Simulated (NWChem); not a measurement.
Molecule: CH$_{3}$BBrFO; SMILES COB(F)Br

```xyz
8

B      0.6408    -0.5811     0.0000
F      1.9592    -0.6037     0.0000
Br    -0.2239     1.1454     0.0000
O     -0.0174    -1.7371     0.0000
C     -1.4080    -1.9425     0.0000
H     -1.6819    -2.5235    -0.8928
H     -1.6819    -2.5235     0.8928
H     -1.9634    -0.9924     0.0000
```
Atoms are numbered in this order, from 1.

All runs: NWChem. Pople sets run with spherical d functions. All runs use the structure optimised with PBE0/def2-SVP. GIAO values for the isolated, static molecule; σ is the absolute isotropic shielding, δ = σ(reference) − σ with the isolated reference molecule computed at the same levels (11B: boron trifluoride, 13C: tetramethylsilane, 19F: trichlorofluoromethane, 1H: tetramethylsilane, 17O: water). Spin-orbit effects, on the heavy nuclei and on their neighbours, are missing.

For level PBE0/pcSseg-1:

| Quantity | Result |
|---|---|
| δ B1 (ppm) | 13.1 |
| δ F2 (ppm) | -63.9 |
| δ O4 (ppm) | 132.8 |

**Question.** How do the values read with level B3LYP/6-311G** instead?

**Answer.** 
| Quantity | Result |
|---|---|
| δ B1 (ppm) | 14.7 |
| δ F2 (ppm) | -70.8 |
| δ O4 (ppm) | 142.3 |
